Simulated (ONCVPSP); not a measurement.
**Before and after: ONCV potential for rhenium (Re)**

ONCVPSP 4.0.1 input, shortened (lines: element, Z, core and valence counts, functional; n l f; lmax; l rc ep ncon nbas qcut; lloc lpopt rc5 dvloc0; l nproj debl; icmod fcfact rcfact), PBE, scalar-relativistic:

```
  Re 75.00   10    4        4      upf
    1    0    2.00
    2    0    2.00
    2    1    6.00
    3    0    2.00
    3    1    6.00
    3    2   10.00
    4    0    2.00
    4    1    6.00
    4    2   10.00
    4    3   14.00
    5    0    2.00
    5    1    6.00
    5    2    5.00
    6    0    2.00
    2
    0    1.90    0.00    5   10    7.10
    1    1.70    0.00    3    7   10.30
    2    1.95    0.00    3    8    9.80
    4    5    1.70    1.00
    0    2    3.90
    1    3    1.60
    2    2    1.50
    3    4.75    1.80
```

In the p channel the program set the typed energies aside and used -1.728, 0.250, 1.850 Ha.

All-electron outer shells of the reference configuration (PBE, scalar-relativistic, ld1.x):

| shell | level (eV) | outermost node (bohr) | outermost maximum (bohr) |
| --- | --- | --- | --- |
| 5s | -85.25 | 0.52 | 0.93 |
| 5p | -47.01 | 0.56 | 1.06 |
| 4f | -42.31 | – | 0.41 |
| 6s | -5.94 | 1.24 | 2.57 |
| 5d | -5.37 | 0.62 | 1.41 |

Change: p: rc 1.92.

Cutoffs: the cutoffs (Ha) at which the residual kinetic energy of the hardest occupied pseudo-wave falls to 1 and 0.1 mHa per electron; they do not see the model core or the augmentation charge, which bear on the density cutoff. Errors are all-electron minus pseudo energies relative to the spin-unpolarised reference configuration.

Question: What does the change do?

Answer: The potential gets softer (31 Ha and 37 Ha → 25 Ha and 31 Ha); the errors of the 4 common tests hardly move; neither file shows a bound ghost. A larger radius leaves more room for a smooth pseudo-wave, so fewer plane waves are needed.

```csv
quantity,base,changed
"cutoff, loose",31 Ha,25 Ha
"cutoff, tight",37 Ha,31 Ha
loose cutoff by channel,"s 18 Ha, p 31 Ha, d 15 Ha","s 18 Ha, p 25 Ha, d 15 Ha"
bound ghosts,none,none
GHOST(+) flags under 300 eV,none,none
"error for 5s2 5p6 5d5 6s1, meV [ΔE 9.25 eV]",-12,-12
"error for 5s2 5p6 5d5 6s0, meV [ΔE 25.57 eV]",-64,-64
"error for 5s2 5p6 5d4 6s0, meV [ΔE 52.70 eV]",-143,-142
"error for 5s2 5p6 5d4 6s2 6p1, meV [ΔE 5.06 eV]",-17,-17
s: phases at 1.93 bohr within 0.05 rad from the reference energy up to (Ha; the scan ends near 5),to the end of the scan,to the end of the scan
d: phases at 1.97 bohr within 0.05 rad from the reference energy up to (Ha; the scan ends near 5),to the end of the scan,to the end of the scan
"rms error of d²Exc/dni dnj with the model core, mHa",4.48,4.48
```
